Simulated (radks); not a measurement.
All-electron atom: the selenium ion Se4+ in [Ne] 3s2 3p5 3d10 4s2 4p1 (not the ground configuration). Method: non-relativistic Kohn-Sham, PBE, spin-polarised, spherical densities, point nucleus; open shells are filled with parallel spins first; computed with a radial shooting solver on a logarithmic mesh with Libxc functionals.

Normalised radial functions P(r) = r R(r), r in bohr:

r,3p down,4s down,4p down
0.00323,0.0044,0.0538,0.0016
0.004207,0.0073,0.0677,0.0026
0.005434,0.0119,0.0837,0.0042
0.007075,0.0196,0.1028,0.0070
0.009213,0.0320,0.1237,0.0115
0.012,0.0518,0.1450,0.0185
0.0155,0.0814,0.1632,0.0291
0.02018,0.1275,0.1749,0.0456
0.02628,0.1949,0.1727,0.0696
0.03394,0.2853,0.1492,0.1019
0.0442,0.4057,0.0948,0.1447
0.05755,0.5457,0.0057,0.1941
0.07434,0.6769,-0.1070,0.2398
0.0968,0.7598,-0.2251,0.2668
0.126,0.7193,-0.2976,0.2475
0.1641,0.4832,-0.2661,0.1557
0.212,0.0427,-0.1030,-0.0093
0.2761,-0.5561,0.1675,-0.2233
0.3595,-1.1144,0.4159,-0.3963
0.4643,-1.4030,0.4720,-0.4210
0.6046,-1.3274,0.2392,-0.2334
0.7873,-0.9616,-0.2216,0.1361
1.017,-0.5387,-0.6770,0.5371
1.324,-0.2164,-0.9188,0.8178
1.724,-0.0589,-0.8275,0.8369
2.245,-0.0098,-0.5171,0.6135
2.9,-0.0009,-0.2243,0.3236
3.777,0.0000,-0.0587,0.1091
4.918,0.0000,-0.0084,0.0214

3p down: eigenvalue -215.53 eV, 1 radial node at r = 0.216 bohr, <r> = 0.586 bohr, 90 % of the charge inside 0.893 bohr. 4s down: eigenvalue -64.002 eV, 3 radial nodes at r = 0.0584, 0.236, 0.700 bohr, <r> = 1.56 bohr, 90 % of the charge inside 2.26 bohr. 4p down (empty): eigenvalue -50.507 eV, 2 radial nodes at r = 0.209, 0.721 bohr, <r> = 1.73 bohr, 90 % of the charge inside 2.54 bohr.
